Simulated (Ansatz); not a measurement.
Conformers of Cl2FH3O2Si2, SMILES `O[Si@@H](Cl)O[Si@H](F)Cl`, each relaxed with PBE0-D4/def2-TZVP in Ansatz. CBS adds the triple-zeta coupled-cluster correction to the MP2 limit.

Not all of them had a frequency check.

Conformer A:

Cartesian coordinates in Å:
```
O 0.775 -1.919 -0.556
Si 0.088 -0.633 -1.275
Cl -1.798 -1.204 -1.761
O 0.035 0.655 -0.274
Si -0.246 1.221 1.209
F 0.978 0.822 2.135
Cl -1.917 0.394 2.004
H 1.648 -1.822 -0.172
H 0.797 -0.197 -2.487
H -0.359 2.682 1.177
```

Conformer B:

Cartesian coordinates in Å:
```
O 1.375 -1.236 1.109
Si 0.540 -1.304 -0.278
Cl -1.174 -2.397 -0.035
O 0.089 0.175 -0.804
Si -0.627 1.557 -0.391
F 0.376 2.749 -0.655
Cl -1.060 1.540 1.603
H 0.932 -0.947 1.910
H 1.397 -1.924 -1.291
H -1.849 1.787 -1.168
```

Problem. Which is lowest in electronic energy at CCSD(T)/CBS (frozen core, def2 sets), and by how much? (Best estimate.)

Solution. Ansatz gave: B; A lies 6.2 kJ/mol higher.

Problem. Give the energies relative to B (kJ/mol) with PBE-D4/def2-TZVPP, r2SCAN-D4/def2-TZVPP, PBE0-D4/def2-TZVPP, HF/def2-TZVPP, SCS-MP2/def2-TZVPP, CCSD/def2-TZVPP, MP2/def2-QZVPP. (Estimate.)

Solution. The calculation gave: 
| level | A |
| --- | --- |
| PBE-D4/def2-TZVPP | 6.6 |
| r2SCAN-D4/def2-TZVPP | 6.6 |
| PBE0-D4/def2-TZVPP | 6.4 |
| HF/def2-TZVPP | 5.3 |
| SCS-MP2/def2-TZVPP | 5.9 |
| CCSD/def2-TZVPP | 5.7 |
| MP2/def2-QZVPP | 6.3 |
